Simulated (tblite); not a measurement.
C3H11NOSi3.
Geometry (GFN2-xTB, Å), atoms numbered from 1 in this order:
```
atom  x, y, z in Å
C1     3.8158   -0.3390    0.8754
C2     2.4156    0.0236    0.8766
C3     1.2470    0.3144    0.8560
Si4   -0.5455    0.7595    0.9025
O5    -0.7476    2.3706    0.8272
N6    -1.3427   -0.0409   -0.4373
Si7   -0.8110   -1.6249   -0.9307
Si8   -2.9097    0.5481   -0.9178
H9     4.4367    0.5561    0.8449
H10    4.0530   -0.9044    1.7763
H11    4.0386   -0.9550    0.0042
H12   -1.1638    0.4485    2.1868
H13   -0.5091    2.8521    0.0399
H14   -1.4591   -1.9235   -2.2069
H15   -1.1837   -2.6258    0.0762
H16    0.6405   -1.5898   -1.0908
H17   -3.9466    0.0871    0.0126
H18   -2.8748    2.0109   -0.9425
H19   -3.1634    0.0417   -2.2658
```

All values are computed: GFN2-xTB (tblite) harmonic vibrations without scaling, gas phase. This tight-binding method is rough: wavenumbers can miss measured ones by several per cent, in bad cases by 10 to 20. Modes of hydrogen on silicon can be 10 to 20 % off. One conformer, not necessarily the lowest. The optimisation stopped once no atom felt more than 0.01 eV/Å.

Lowest wavenumbers of the output (negative numbers stand for imaginary wavenumbers):
```
mode    cm-1
  1     -43.4
  2     -21.9
  3     -20.2
  4      27.4
  5      66.1
  6      98.5
  7     165.9
  8     188.2
  9     201.4
 10     216.3
```

Problem. Is this structure a minimum?

Solution. Not by this Hessian. 3 modes are imaginary beyond 20i (43i, 22i and 20i cm⁻¹), so at this level the point lies at or near a saddle of order 3. The curvature is small, so loose convergence or finite differences may be the whole cause.

Problem. Which atoms move in the imaginary modes?

Solution. 43i: H15 (Si–H hydrogen) 31 %, H16 (Si–H hydrogen) 25 %, Si7 (SiH3 silicon) 15 %, H14 (Si–H hydrogen) 15 %; 22i: H18 (Si–H hydrogen) 21 %, H17 (Si–H hydrogen) 20 %, Si8 (SiH3 silicon) 15 %; 20i: H9 (methyl hydrogen) 30 %, H10 (methyl hydrogen) 30 %, H11 (methyl hydrogen) 28 %. These are shares of the mass-weighted motion.

Problem. What is the remedy?

Solution. Step along such a mode in both directions, optimise again with tighter thresholds and repeat the frequencies. The zero-point energy of this point (76.8 kcal/mol) counts the 48 real modes alone, and thermal corrections from it aren't those of a minimum.

Time: 1.7 s wall. Hardware: an Arm Neoverse N1 with one thread, shared host with 64 logical CPUs at a one-minute load of 58. The figure is for the frequency step alone.
